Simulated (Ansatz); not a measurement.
Cost and result for the atomization energy of C$_{4}$H$_{3}$IS (`Ic1ccsc1`) (9 atoms, 9 bonds).

```xyz
9

I     0.7874    0.5001   -2.7790
C     0.0931    0.1594   -0.8567
C     0.9513   -0.0800    0.2459
C     0.2474   -0.2737    1.3956
S    -1.4338   -0.1653    1.1350
C    -1.2291    0.1436   -0.5294
H     2.0297   -0.1052    0.1798
H     0.6336   -0.4747    2.3832
H    -2.0798    0.2958   -1.1744
```

Total charge 0; spin multiplicity 1. Correlated methods include outer-core shells of I, which these sets cover unevenly. I: def2 effective core potential. The geometry is a stationary point of PBE0-D4/def2-TZVP. Program: Ansatz. All runs use 4 threads of an Arm Neoverse V1 on a shared host. Times are those of one run each, without the atoms' runs, and a repeat can differ threefold. Electronic energies, without spin–orbit coupling; frozen cores. CCSD(T)/CBS adds CCSD(T) − MP2 in def2-TZVPP to the MP2 limit, and its time is that of the two runs behind it. T1 = 0.011; the RHF reference is unstable towards UHF. With those shells the extrapolation isn't a true limit. HSE06 is the plane-wave form, built on full-range PBE exchange.

CCSD(T)/CBS is a level of theory with its own doubt, some kJ/mol a heavy atom from the limit and from the frozen cores, so smaller differences don't rank the functionals.

| level | functions | wall time |
| --- | --- | --- |
| LDA (SPW92)/def2-TZVPP | 258 | 1.7 s |
| BLYP-D4/def2-TZVPP | 258 | 2.8 s |
| PBE-D4/def2-TZVPP (with forces) | 258 | 3.4 s |
| PBE0-D4/def2-TZVPP | 258 | 4.5 s |
| HSE06-D4/def2-TZVPP | 258 | 5 s |
| CAM-B3LYP-D4/def2-TZVPP | 258 | 5 s |
| PBE-QIDH/def2-TZVPP | 258 | 9 s |
| ωB97X-V/def2-TZVPP | 258 | 11 s |
| CCSD(T)/def2-SVP | 115 | 12 s |
| B97M-V/def2-TZVPP | 258 | 13 s |
| MP2/def2-QZVPP | 470 | 34 s |
| CCSD(T)/def2-TZVPP | 258 | 6.1 min |
| CCSD(T)/CBS(def2) | – | 6.7 min |

Problem. What atomization energy does each give, and how far from CCSD(T)/CBS? (An estimate is asked.)

Solution. The calculation gave: 
```tsv
level	atomization (kJ/mol)	difference from CCSD(T)/CBS	per bond
LDA (SPW92)/def2-TZVPP	4539.9	698.1	77.6
BLYP-D4/def2-TZVPP	3852.7	10.9	1.2
PBE-D4/def2-TZVPP (with forces)	4030.5	188.7	21.0
PBE0-D4/def2-TZVPP	3927.3	85.5	9.5
HSE06-D4/def2-TZVPP	3931.4	89.6	10.0
CAM-B3LYP-D4/def2-TZVPP	3829.4	-12.4	-1.4
PBE-QIDH/def2-TZVPP	3878.1	36.3	4.0
ωB97X-V/def2-TZVPP	3843.2	1.4	0.2
CCSD(T)/def2-SVP	3632.3	-209.5	-23.3
B97M-V/def2-TZVPP	3868.9	27.1	3.0
MP2/def2-QZVPP	3954.6	112.8	12.5
CCSD(T)/def2-TZVPP	3728.2	-113.6	-12.6
CCSD(T)/CBS(def2)	3841.8	0.0	0.0
```

At CCSD(T), def2-SVP lies −209.4 kJ/mol from the extrapolated value and def2-TZVPP −113.6 kJ/mol: correlation converges slowly with the basis, and small sets miss more of it in the bonded molecule than in its fragments. From PBE to PBE0 (25 % exact exchange), in def2-TZVPP and without D4, the atomization energy moves by −98.4 kJ/mol: exact exchange takes away binding that semilocal exchange gives to molecules. The D4 term adds +52.0 kJ/mol with B3LYP and +27.0 kJ/mol with PBE0; it sums over pairs of atoms, weighted by their polarisabilities, and B3LYP, whose exchange is more repulsive, gets the larger term.

B3LYP here is the variant with VWN-RPA as its local correlation; programs differ in this.

Spin–orbit coupling would lower the free I atoms strongly, and the atomization energy with them, by more than many differences here.
